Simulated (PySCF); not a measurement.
Rotational lines of KLi

Lines J+1 ← J of the vibrational ground state, computed from RHF-CCSD(T) constants of KLi, ¹Σ⁺ (singlet), closed shell (PySCF, no relativity, basis sets K def2-SVPD, Li def2-SVPD; masses 38.9637 and 7.0160 u), in MHz:

| J | ν (MHz) |
| --- | --- |
| 2 | 42864.4 |
| 3 | 57147.8 |
| 4 | 71427.4 |
| 5 | 85701.9 |
| 6 | 99970.5 |

Task: Find B0 and the effective bond length r0; with αe = 0.00167 cm⁻¹, find Re.

Result: ν = 2B0(J+1) − 4D(J+1)³ gives B0 = 0.23833 cm⁻¹. With the reduced mass μred = 5.9454 u, r0 = √(16.8576/(μred·B0)) (u, cm⁻¹, Å) = 3.4492 Å. Be = B0 + αe/2 = 0.23916 cm⁻¹ gives Re = 3.443 Å.

Correlated steps freeze 5 core orbitals. Correlated levels converge slowly with the basis: in double zeta they bind strong bonds too weakly, by up to about 1 eV, and carry superposition errors of some tenths. Where the molecule has an RHF reference, its open-shell atoms are computed with UHF.
